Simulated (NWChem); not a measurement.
Species: SnHSI, singlet; SMILES [SH][Sn][I]

All runs: NWChem. Low-valent species are run as closed-shell singlets; no triplet was tried in these runs. def2 effective core potentials on Sn, I; no spin-orbit coupling. Each level has its own optimisation; frequencies are unscaled. One conformer.

```json
[
 {"level": "PBE/def2-SVP (core potentials)", "r I–Sn (Å)": "2.771", "r S–Sn (Å)": "2.479", "r H–S (Å)": "1.366", "highest harmonic frequency (cm⁻¹)": "2595", "lowest (cm⁻¹)": "80", "zero-point energy (kcal/mol)": "5.9"},
 {"level": "Hartree-Fock/STO-3G (all-electron, non-relativistic)", "r I–Sn (Å)": "2.710", "r S–Sn (Å)": "2.334", "r H–S (Å)": "1.329", "highest harmonic frequency (cm⁻¹)": "3270", "lowest (cm⁻¹)": "129", "zero-point energy (kcal/mol)": "7.7"},
 {"level": "LDA (Slater exchange, VWN5)/def2-SVP (core potentials)", "r I–Sn (Å)": "2.725", "r S–Sn (Å)": "2.436", "r H–S (Å)": "1.368", "highest harmonic frequency (cm⁻¹)": "2589", "lowest (cm⁻¹)": "82", "zero-point energy (kcal/mol)": "5.9"},
 {"level": "PBE0/def2-SVP (core potentials)", "r I–Sn (Å)": "2.746", "r S–Sn (Å)": "2.447", "r H–S (Å)": "1.354", "highest harmonic frequency (cm⁻¹)": "2695", "lowest (cm⁻¹)": "86", "zero-point energy (kcal/mol)": "6.1"}
]
```
